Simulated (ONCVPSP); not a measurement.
**u(r) = r·R(r): atom against pseudo-atom (Pd)**

Columns: radius, all-electron u(r) and pseudo u(r) of the 4s shell (level -90.64 eV) of palladium in the configuration [Ar] 3d10 4s2 4p6 4d9.5; PBE, scalar-relativistic, ONCV scheme, ONCVPSP 4.0.1.

```json
{"r (bohr)": "0.070", "all-electron": "0.3513", "pseudo": "0.0742"}
{"r (bohr)": "0.140", "all-electron": "0.1857", "pseudo": "0.1548"}
{"r (bohr)": "0.210", "all-electron": "-0.4087", "pseudo": "0.2468"}
{"r (bohr)": "0.280", "all-electron": "-0.6616", "pseudo": "0.3526"}
{"r (bohr)": "0.350", "all-electron": "-0.5294", "pseudo": "0.4711"}
{"r (bohr)": "0.420", "all-electron": "-0.1818", "pseudo": "0.5985"}
{"r (bohr)": "0.490", "all-electron": "0.2217", "pseudo": "0.7278"}
{"r (bohr)": "0.560", "all-electron": "0.5857", "pseudo": "0.8507"}
{"r (bohr)": "0.630", "all-electron": "0.8673", "pseudo": "0.9584"}
{"r (bohr)": "0.700", "all-electron": "1.0575", "pseudo": "1.0433"}
{"r (bohr)": "0.770", "all-electron": "1.1641", "pseudo": "1.0999"}
{"r (bohr)": "0.840", "all-electron": "1.2010", "pseudo": "1.1251"}
{"r (bohr)": "0.910", "all-electron": "1.1860", "pseudo": "1.1193"}
{"r (bohr)": "0.980", "all-electron": "1.1345", "pseudo": "1.0856"}
{"r (bohr)": "1.050", "all-electron": "1.0597", "pseudo": "1.0289"}
{"r (bohr)": "1.120", "all-electron": "0.9720", "pseudo": "0.9556"}
{"r (bohr)": "1.190", "all-electron": "0.8789", "pseudo": "0.8719"}
{"r (bohr)": "1.260", "all-electron": "0.7858", "pseudo": "0.7837"}
{"r (bohr)": "1.330", "all-electron": "0.6962", "pseudo": "0.6959"}
{"r (bohr)": "1.400", "all-electron": "0.6123", "pseudo": "0.6122"}
{"r (bohr)": "1.470", "all-electron": "0.5352", "pseudo": "0.5351"}
{"r (bohr)": "1.540", "all-electron": "0.4655", "pseudo": "0.4654"}
{"r (bohr)": "1.610", "all-electron": "0.4031", "pseudo": "0.4030"}
{"r (bohr)": "1.680", "all-electron": "0.3479", "pseudo": "0.3478"}
{"r (bohr)": "1.750", "all-electron": "0.2992", "pseudo": "0.2992"}
{"r (bohr)": "1.820", "all-electron": "0.2567", "pseudo": "0.2567"}
```

**Question.** How many radial nodes do the two functions have?

**Answer.** The all-electron 4s function has n − l − 1 = 3 (the table is too coarse to show those close to the nucleus); the pseudo-wave has 0, since the states of the same l below it are removed with the core.

**Question.** At about which radius was the pseudo-wave matched?

**Answer.** 1.40 bohr, where the columns begin to agree (steps of 0.07 bohr).

**Question.** Is the pseudo-wave norm-conserving?

**Answer.** Yes: the ONCV scheme keeps the norm inside the radius equal to the all-electron one, which fixes the energy derivative of the logarithmic derivative at the level.
